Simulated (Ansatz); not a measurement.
Reaction (cleavage of the Si–Si bond): `F[SiH]([SiH3])Cl` + `[NH2][GeH2][Cl]` → `F[SiH](Cl)[NH][GeH2][Cl]` + SiH₄

Isolated molecules relaxed with PBE0-D4/def2-TZVP in Ansatz; ΔE leaves out vibrations. CBS: MP2 limit from def2 TZ/QZ plus the TZ coupled-cluster correction, frozen cores. This one scheme is used for every species. DFT in def2-TZVPP. For Ge outer-core shells are correlated without core-valence functions, which leaves a few kJ/mol of doubt a bond. Scalar relativity is left out up to krypton. One conformer a species, not always the lowest.

| level | ΔE (kJ/mol) |
| --- | --- |
| B2PLYP | -86.4 |
| HF/def2-TZVPP | -97.2 |
| MP2/def2-TZVPP | -99.3 |
| CCSD(T)/def2-TZVPP | -91.7 |

What does CCSD(T)/CBS give? (Best estimate.)

Ansatz gave: -89.2 kJ/mol. The listed levels differ from it by 2.8, -8.0, -10.1, -2.5 kJ/mol.

Largest T1 diagnostic among the species: 0.012.

The D4 term adds −9.0 kJ/mol with B3LYP and −5.1 kJ/mol with PBE0; it sums over pairs of atoms, weighted by their polarisabilities, and B3LYP, whose exchange is more repulsive, gets the larger term. From PBE to PBE0 (25 % exact exchange), in def2-TZVPP and without D4, ΔE moves by −9.2 kJ/mol.

B3LYP here is the variant with VWN-RPA as its local correlation; programs differ in this.
